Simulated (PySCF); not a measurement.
Compound: C₃H₁₁NOSi₃.
Numbering: `[CH3:1][CH2:2][SiH2:3][Si@@H:4]([C:5]#[N:6])[O:7][SiH3:8]` (hydrogens: H9, H10, H11 on C1; H12, H13 on C2; H14, H15 on Si3; H16 on Si4; H17, H18, H19 on Si8)

The same species was optimised twice, with GFN2-xTB and with PBE0-D3(BJ)/def2-SVP (PySCF), and the same property calculations (PySCF, gas phase) were run on both structures.

| coordinate | GFN2-xTB | PBE0-D3(BJ)/def2-SVP | change |
| --- | --- | --- | --- |
| O7–Si8 (Å) | 1.621 | 1.666 | +0.045 |
| Si3–Si4 (Å) | 2.311 | 2.348 | +0.037 |
| Si4–O7 (Å) | 1.621 | 1.649 | +0.028 |
| C2–Si3 (Å) | 1.906 | 1.888 | -0.018 |
| C5≡N6 (Å) | 1.146 | 1.161 | +0.015 |
| Si4–C5 (Å) | 1.879 | 1.873 | -0.006 |
| C1–C2 (Å) | 1.525 | 1.526 | +0.001 |
| Si4–O7–Si8 (°) | 167.6 | 146.5 | -21.1 |
| Si3–Si4–C5 (°) | 111.1 | 104.4 | -6.7 |
| Si3–Si4–O7 (°) | 108.7 | 113.1 | +4.4 |
| C5–Si4–O7 (°) | 106.4 | 108.8 | +2.4 |
| Si4–C5–N6 (°) | 177.0 | 175.2 | -1.8 |
| C1–C2–Si3 (°) | 112.7 | 113.8 | +1.1 |
| C2–Si3–Si4 (°) | 109.7 | 109.0 | -0.7 |
| C1–C2–Si3–Si4 (°) | 55 | 58 | +3 |
| C2–Si3–Si4–C5 (°) | 44 | 39 | -5 |

Rotational constants: A = 1701, B = 641.2, C = 514.8 MHz (GFN2-xTB) against A = 1835, B = 632.7, C = 530.7 MHz (PBE0-D3(BJ)/def2-SVP). Point groups within 0.08 Å: C1 and C1.

On the GFN2-xTB structure: HOMO (eV) -8.25 [PBE0/pcSseg-1]; LUMO (eV) -1.30 [PBE0/pcSseg-1]; dipole (D) 3.38 [PBE0/pcSseg-1]; GIAO shielding of C1 (ppm) 172.7 [PBE0/pcSseg-1]; GIAO shielding of C2 (ppm) 182.4 [PBE0/pcSseg-1]; GIAO shielding of Si3 (ppm) 419.1 [PBE0/pcSseg-1]; GIAO shielding of Si4 (ppm) 390.3 [PBE0/pcSseg-1]; GIAO shielding of C5 (ppm) 60.6 [PBE0/pcSseg-1]; GIAO shielding of N6 (ppm) -94.4 [PBE0/pcSseg-1]; GIAO shielding of O7 (ppm) 335.1 [PBE0/pcSseg-1]; GIAO shielding of Si8 (ppm) 390.0 [PBE0/pcSseg-1].

Problem. What do these properties become on the PBE0-D3(BJ)/def2-SVP structure?

Solution. 
```tsv
property	level	on GFN2-xTB	on PBE0-D3(BJ)/def2-SVP	change
HOMO (eV)	PBE0/pcSseg-1	-8.25	-8.11	+0.14
LUMO (eV)	PBE0/pcSseg-1	-1.30	-1.25	+0.05
dipole (D)	PBE0/pcSseg-1	3.38	2.86	-0.52
energy, GFN2-xTB geometry as zero (kcal/mol)	PBE0/pcSseg-1	0.0	-5.0	-5.0
GIAO shielding of C1 (ppm)	PBE0/pcSseg-1	172.7	172.2	-0.5
GIAO shielding of C2 (ppm)	PBE0/pcSseg-1	182.4	182.4	0.0
GIAO shielding of Si3 (ppm)	PBE0/pcSseg-1	419.1	416.7	-2.4
GIAO shielding of Si4 (ppm)	PBE0/pcSseg-1	390.3	386.3	-4.0
GIAO shielding of C5 (ppm)	PBE0/pcSseg-1	60.6	57.0	-3.6
GIAO shielding of N6 (ppm)	PBE0/pcSseg-1	-94.4	-107.4	-13.0
GIAO shielding of O7 (ppm)	PBE0/pcSseg-1	335.1	337.2	+2.1
GIAO shielding of Si8 (ppm)	PBE0/pcSseg-1	390.0	385.5	-4.5
```

The heavy atoms differ by 0.214 Å rms after alignment. Among bonds between heavy atoms O7–Si8 changes most (+0.045 Å). Changes are differences of the printed values. Neither structure is proved a minimum here.

Conformer computed: `[CH3:1][CH2:2][SiH2:3][Si@@H:4]([C:5]#[N:6])[O:7][SiH3:8]`: C1–C2–Si3–Si4 58°, C2–Si3–Si4–C5 39°, Si3–Si4–O7–Si8 -87°.
